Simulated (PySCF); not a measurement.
C2H8GaP. Atoms are numbered in the order given.

```xyz
12

Ga    -0.2081     0.0162    -0.2514
C     -1.6422    -1.3451    -0.4291
H     -1.8159    -1.5988    -1.4873
H     -2.5837    -0.9224    -0.0362
H     -1.4241    -2.2669     0.1300
C     -0.0790     1.5568    -1.4976
H      0.5495     1.2667    -2.3579
H      0.3906     2.4326    -1.0245
H     -1.0668     1.8445    -1.8909
P      1.2533    -0.0910     1.5812
H      2.4100     0.3241     0.8521
H      1.5196    -1.4889     1.4517
```

Geometry: B3LYP-D3(BJ)/def2-SVP. The structure was generated by enumeration; whether it is a known compound was not checked. One conformer was computed; it need not be the lowest.

Computed with PySCF with PBE/def2-TZVP.

The molecule is in vacuum.

* **total energy**: -2346.71444 hartree
* **highest occupied level**: -5.76 eV
* **lowest empty level**: -1.72 eV
* **orbital gap**: 4.04 eV
* **dipole moment**: 1.36 D
* **quadrupole, principal values (traceless, Buckingham form, about the centre of nuclear charge)**: -5.29, 0.63, 4.66 D·Å
* **mean static polarisability**: 86.3 bohr³ (12.78 Å³)
* **polarisability, principal values**: 64.1, 88.1, 106.5 bohr³
